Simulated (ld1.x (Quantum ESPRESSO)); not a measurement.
**u(r) = r·R(r): atom against pseudo-atom (rubidium)**

Columns: radius, all-electron u(r) and pseudo u(r) of the 4p shell (level -16.11 eV) of rubidium in the configuration [Ar] 3d10 4s2 4p6 5s1 5p0; LDA (PZ), non-relativistic, TM scheme, ld1.x (Quantum ESPRESSO) 7.5.

| r (bohr) | all-electron | pseudo |
| --- | --- | --- |
| 0.210 | -0.0758 | 0.0451 |
| 0.420 | -0.3940 | 0.1701 |
| 0.630 | -0.0366 | 0.3458 |
| 0.840 | 0.3909 | 0.5322 |
| 1.050 | 0.6767 | 0.6887 |
| 1.260 | 0.8120 | 0.7870 |
| 1.470 | 0.8387 | 0.8180 |
| 1.680 | 0.7997 | 0.7906 |
| 1.890 | 0.7266 | 0.7243 |
| 2.100 | 0.6398 | 0.6396 |
| 2.310 | 0.5514 | 0.5514 |
| 2.520 | 0.4681 | 0.4681 |
| 2.730 | 0.3929 | 0.3929 |
| 2.940 | 0.3270 | 0.3270 |
| 3.150 | 0.2705 | 0.2705 |
| 3.360 | 0.2227 | 0.2227 |
| 3.570 | 0.1826 | 0.1826 |
| 3.780 | 0.1494 | 0.1494 |
| 3.990 | 0.1219 | 0.1219 |
| 4.200 | 0.0992 | 0.0992 |
| 4.410 | 0.0807 | 0.0807 |
| 4.620 | 0.0655 | 0.0655 |
| 4.830 | 0.0531 | 0.0531 |
| 5.040 | 0.0430 | 0.0430 |
| 5.250 | 0.0348 | 0.0348 |
| 5.460 | 0.0282 | 0.0282 |

Problem. How many radial nodes do the two functions have?

Solution. The all-electron 4p function has n − l − 1 = 2 (the table is too coarse to show those close to the nucleus); the pseudo-wave has 0, since the states of the same l below it are removed with the core.

Problem. At about which radius was the pseudo-wave matched?

Solution. 2.45 bohr. The columns agree to 0.0005 from 2.10 bohr on; several derivatives are matched, so the curves merge somewhat inside the radius.

Problem. Is the pseudo-wave norm-conserving?

Solution. Yes: the TM scheme keeps the norm inside the radius equal to the all-electron one, which fixes the energy derivative of the logarithmic derivative at the level.
